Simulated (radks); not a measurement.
All-electron atom: neutral copper in [Ar] 3d8 4s1 4p2 (not the ground configuration). Method: scalar-relativistic Kohn-Sham, PBE, spin-polarised, spherical densities, finite nucleus; open shells are filled with parallel spins first; Fermi nuclear charge, rms radius 3.8823 fm; computed with a radial shooting solver on a logarithmic mesh with Libxc functionals.

Radial electron density D(r) = 4 pi r^2 rho(r):

| r (bohr) | D(r) (e/bohr) | spin D(r) |
|---|---|---|
| 0.006008 | 5.835 | 0.00272 |
| 0.007949 | 9.013 | 0.00418 |
| 0.01052 | 13.43 | 0.00616 |
| 0.01392 | 19.07 | 0.00861 |
| 0.01827 | 25.28 | 0.0111 |
| 0.02417 | 31.23 | 0.0131 |
| 0.03198 | 34.90 | 0.0137 |
| 0.04231 | 34.74 | 0.0130 |
| 0.05598 | 31.25 | 0.0145 |
| 0.07348 | 28.19 | 0.0263 |
| 0.09723 | 30.02 | 0.0619 |
| 0.1286 | 36.70 | 0.134 |
| 0.1702 | 40.24 | 0.266 |
| 0.2234 | 33.64 | 0.520 |
| 0.2956 | 21.81 | 1.04 |
| 0.3911 | 17.62 | 1.82 |
| 0.5175 | 21.38 | 2.40 |
| 0.6793 | 21.27 | 2.27 |
| 0.8988 | 14.00 | 1.59 |
| 1.189 | 6.479 | 1.12 |
| 1.574 | 2.815 | 1.14 |
| 2.065 | 1.705 | 1.27 |
| 2.733 | 1.172 | 1.09 |
| 3.616 | 0.6380 | 0.628 |
| 4.784 | 0.2360 | 0.235 |
| 6.28 | 0.05935 | 0.0593 |
| 8.309 | 0.008258 | 0.00826 |
| 10.99 | 0.0005158 | 0.000516 |

D(r) has 3 maxima, at r = 0.0363, 0.165, 0.593 bohr, and minima at 0.0783, 0.376 bohr, inside which lie 2.10, 10.81 electrons.
